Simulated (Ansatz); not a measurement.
The same path of C$_{2}$H$_{4}$AlN (8 atoms, charge 0, multiplicity 1) was run twice with different band settings.

Level of theory: RKS PBE0-D4/cc-pVDZ (Ansatz).

Relaxed end points:

```xyz
8
Properties=species:S:1:pos:R:3
C -0.221 2.089 0.374
C -0.082 0.794 0.142
N 0.045 -0.386 -0.069
Al 0.249 -2.141 -0.395
H -0.603 2.742 -0.410
H 0.048 2.498 1.346
H -0.155 -2.636 -1.844
H 0.810 -3.017 0.799
```

```xyz
8
Properties=species:S:1:pos:R:3
C -0.221 2.088 0.375
C -0.079 0.795 0.139
N 0.051 -0.384 -0.077
Al 0.248 -2.141 -0.396
H 0.035 2.493 1.354
H -0.593 2.746 -0.409
H -0.149 -2.640 -1.846
H 0.800 -3.014 0.804
```

Common settings: spring 5.0 eV/Å²; optimiser quadratic models (default); start path through a guess of the saddle point; force threshold 0.05 eV/Å; iteration limit 60; end points relaxed.

| run | movable images | climbing image |
| --- | --- | --- |
| 1 | 5 | yes |
| 2 | 6 | no |

Question: What does each run give, and how far can it be trusted?

Answer: Run 1: converged after 30 iterations, highest image 0.255 eV above the first end. A vibrational analysis at the climbing image gives one clearly imaginary mode, 221i cm⁻¹: a first-order saddle point.
Run 2: converged after 24 iterations, highest image 0.245 eV above the first end. No image climbed, so the highest image needn't sit at the top of the path.
